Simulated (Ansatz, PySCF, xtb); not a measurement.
Torsion C1–Ge2–S3–H7 in CH4GeS (SMILES [CH3][Ge][SH]); at each angle all else is relaxed with GFN2-xTB, and the levels are single points there.
Geometry at 180° (charge 0, multiplicity 1):
```xyz
7

C     -0.9415    -0.1028     0.0247
Ge     0.1894     1.5589    -0.2539
S      2.1342     0.5046     0.1153
H     -0.6177    -0.9102    -0.6318
H     -1.9963     0.0921    -0.1695
H     -0.8479    -0.4574     1.0516
H      2.9053     1.5716    -0.0602
```

On the grid 0° to 330°, 270° is the highest and 180° the lowest point at MP2/CBS(def2-TZVPP, def2-QZVPP) + ΔCCSD(T)/def2-TZVPP.

Rows in 6-31G* carry no dispersion term and start afresh at each structure (6-31G* with six Cartesian d functions); the Pople sets are all-electron and without relativity. MP2/6-31G* freezes PySCF's default core, which leaves 3d correlated.

Run with Ansatz (Gaussian orbitals); PySCF for 6-31G* rows, the dispersion terms; xtb for the GFN methods. 

Give the energy at 270° less that at 180° at the level GFN2-xTB.

6.7 kcal/mol

Estimate the energy at 270° less that at 180° that r2SCAN-D3(BJ)/def2-TZVPP returns for this input.

15.1 kcal/mol

What energy at 270° less that at 180° does MP2/6-31G* give?

15.6 kcal/mol

Ansatz is a first-principles code.
